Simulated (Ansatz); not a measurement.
`FBBF` + HCl → `FBBCl` + H–F at 700 K and 1 bar (ligand exchange at a B–F bond).

Gas-phase electronic energies from Ansatz, PBE0-D4/def2-TZVP geometries. CCSD(T)/CBS adds triple-zeta CCSD(T) − MP2 to the extrapolated MP2 energy (def2 sets, frozen cores). This one scheme is used for every species. One conformer a species, not always the lowest.

```
species  CCSD(T)/CBS energy (Eh)  H − E (kJ/mol)  S (J/(mol·K))
 `FBBF`               -250.44368           127.9          360.0
    HCl               -460.38127            38.4          211.8
`FBBCl`               -610.41691           126.1          379.2
    H–F               -100.39570            45.2          198.5
```

H − E and S are ideal-gas, rigid-rotor, harmonic terms from PBE0-D4/def2-TZVP, for one conformer and one mirror image of each species. 1 Eh = 2625.50 kJ/mol, R = 8.31446 J/(mol·K).

Problem. By hand: ΔE, ΔH, ΔS and ΔG.

Solution. ΔE = (-610.41691) + (-100.39570) − (-250.44368) − (-460.38127) = 0.01234 Eh = 32.4 kJ/mol. Δ(H − E) = 126.1 + 45.2 − 127.9 − 38.4 = 5.0, so ΔH = 37.4 kJ/mol. ΔS = 379.2 + 198.5 − 360.0 − 211.8 = 5.9 J/(mol·K). ΔG = 37.4 − 700 × (5.9)/1000 = 33.3 kJ/mol.

Problem. By hand: the equilibrium constant, and the temperature at which ΔG would vanish if ΔH and ΔS stayed fixed.

Solution. log₁₀ K = −ΔG/(RT ln 10) = -2.5. ΔG = 0 at ΔH/ΔS = 6339 K, far beyond where these terms or the molecules hold.

The number of gas molecules stays the same, so ΔS is small and ΔH decides. A doubt of 5 kJ/mol in ΔE shifts log₁₀ K by 0.4 here. Other conformers and mirror images would add mixing entropy, several J/(mol·K) or more a flexible species. These are equilibria of isolated gas molecules and say nothing of rates. Largest T1 diagnostic: 0.014 (customary marks: 0.02 for closed shells, 0.045 for open ones).
